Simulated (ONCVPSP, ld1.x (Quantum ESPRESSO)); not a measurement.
## Hardness and transferability of assorted potentials

Generated with ld1.x 7.5 (TM, RRKJ, ultrasoft, PAW), atompaw 4.2 or ONCVPSP 4.0.1. The cutoff is in Ry: for ld1.x and atompaw files where the sum of valence levels is converged to 10 mRy in a Bessel basis, for ONCV files where the hardest occupied wave has 1 mHa per electron of residual kinetic energy. The error is the largest all-electron minus pseudo excitation energy over each file’s own four to seven test configurations (ionisations up to +4, promotions, holes and added fractions of an electron), all of which were solved. The labels leave out finer settings (local radius, basis sizes, second energies), which also bear on the numbers. Spin-polarised tests are not counted. The rows are a selection from randomly drawn settings: files with unsolved tests, undetermined cutoffs or missed reference levels are left out.

A true bound ghost makes a file unfit for plane-wave use even where its test errors are small: the radial tests pick states by their node count and pass the ghost by.

```csv
element,potential,cutoff (Ry),largest error (meV),bound ghosts
Al,"ultrasoft, PW91, scalar-relativistic, rc 2.30/2.20 (sp), local smoothed, core correction yes, reference 3s2 3p0.5",6,-6.0,none
Ti,"ONCV, PBEsol, scalar-relativistic, rc 0.95/1.25/1.70 (spd), local smoothed, core correction yes, reference 3s2 3p6 3d2, qcut 7.9/12.5/10.7, projectors 2/2/2",112,+43,none
Ga,"ONCV, PW91, fully relativistic, rc 1.70/1.75 (sp), local s, core correction yes, reference 4s2 4p1, qcut 3.9/5.5, projectors 0/1",14,-473,none
Nb,"ONCV, PBEsol, scalar-relativistic, rc 2.05/2.15/2.85 (spd), local smoothed, core correction yes, reference 4s2 4p6 4d4 5s0.5, qcut 4.5/7.5/6.1, projectors 2/2/2",24,+7.2,none
In,"ONCV, PBE, fully relativistic, rc 2.10/2.90 (sp), local smoothed, core correction yes, reference 5s2 5p1, qcut 2.7/3.4, projectors 2/2",28,-109,none
I,"ONCV, PW91, scalar-relativistic, rc 1.70/1.75/1.25 (spd), local smoothed, core correction yes, reference 4d10 5s2 5p4, qcut 3/4.7/14.7, projectors 2/2/2",127,-12,s
Ce,"ONCV, LDA (Perdew-Wang 92), scalar-relativistic, rc 2.60/2.75/2.90/0.90 (spdf), local smoothed, core correction yes, reference 4f1 5s2 5p6 5d2 6s1, qcut 3.9/4.1/3.8/13.3, projectors 2/2/2/2",611,-30,"s, p"
```

Q: Fill in the row for Sc: TM semilocal, LDA (PZ), scalar-relativistic, rc 2.65/3.10/1.50 (spd), local d, core correction no, reference 3d1 4s1 4p0.

A: cutoff 70 Ry, largest error +378 meV, bound ghosts: none.

Q: Fill in the row for Rb: ONCV, PW91, scalar-relativistic, rc 1.55/2.65/2.80 (spd), local smoothed, core correction yes, reference 4s2 4p6, qcut 5.4/5.3/2.9, projectors 2/1/1.

A: cutoff 26 Ry, largest error -9.7 meV, bound ghosts: none.
